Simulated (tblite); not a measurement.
Start geometry of `CO/[C]=C(/C)C(F)=C(F)F` [radical] from a force field or distance geometry (Å):
```
atom  x, y, z in Å
C1     2.845   -0.131    0.744
O2     1.805   -1.016    1.149
C3     0.648   -0.662    0.641
C4    -0.520   -0.314    0.128
C5    -1.759   -1.119    0.442
C6    -0.597    0.849   -0.726
F7     0.580    1.507   -0.938
C8    -1.671    1.356   -1.322
F9    -2.889    0.779   -1.186
F10   -1.560    2.454   -2.091
H11    2.948   -0.145   -0.347
H12    2.628    0.888    1.092
H13    3.772   -0.458    1.203
H14   -2.503   -0.500    0.936
H15   -1.542   -1.956    1.096
H16   -2.193   -1.524   -0.473
```

Problem. What comes out of this run: GFN2-xTB geometry optimisation, gas phase (tblite 0.8.0)?

Solution. 
```
atom  x, y, z in Å
C1     2.6366    0.0748    0.7534
O2     1.9502   -1.1586    0.4743
C3     0.6731   -1.2325    0.3869
C4    -0.4257   -0.5221    0.1185
C5    -1.7669   -1.0503    0.5596
C6    -0.4265    0.6269   -0.7707
F7     0.7855    1.0464   -1.2144
C8    -1.4718    1.2885   -1.2892
F9    -2.7518    1.0792   -0.9984
F10   -1.3549    2.2955   -2.1534
H11    2.9457    0.5324   -0.1868
H12    1.9924    0.7615    1.3034
H13    3.5116   -0.1865    1.3459
H14   -2.2985   -0.2976    1.1379
H15   -1.6220   -1.9318    1.1761
H16   -2.3845   -1.3167   -0.2955
```

The energy falls by 0.453 eV over 113 L-BFGS steps, the largest force on an atom goes from 1.67 to 0.010 eV/Å, and the atoms move by 0.438 Å rms after alignment. The bond that changes most is O2–C3 (ends: oxygen bonded to 2 C; carbon bonded to C and O), which shortens by 0.030 Å. Bonds longer at the end by more than 0.005 Å: 4 of 15; shorter: 6. Among the angles that change most is O2–C3–C4, from 179.7° to 143.4°. Among the dihedrals that turn most is H12–C1–O2–C3, from 61° to 26°. Rotational constants go from 2328, 792.3, 595.6 to 2258, 860.6, 645.5 MHz. The orientation of the end geometry is arbitrary; only internal coordinates are fixed.

Time: 1.2 s of wall time. Hardware: Intel Xeon Platinum 8259CL at 2.50 GHz, one thread, no GPU, on a shared host.

Its GFN2-xTB frequencies are all real (lowest 32 cm⁻¹). 3 starts were optimised and ended at 0.00, 1.00 and 1.73 kcal/mol (GFN2-xTB); the lowest of these is shown.

One conformer stands for the species.

These are computed values.
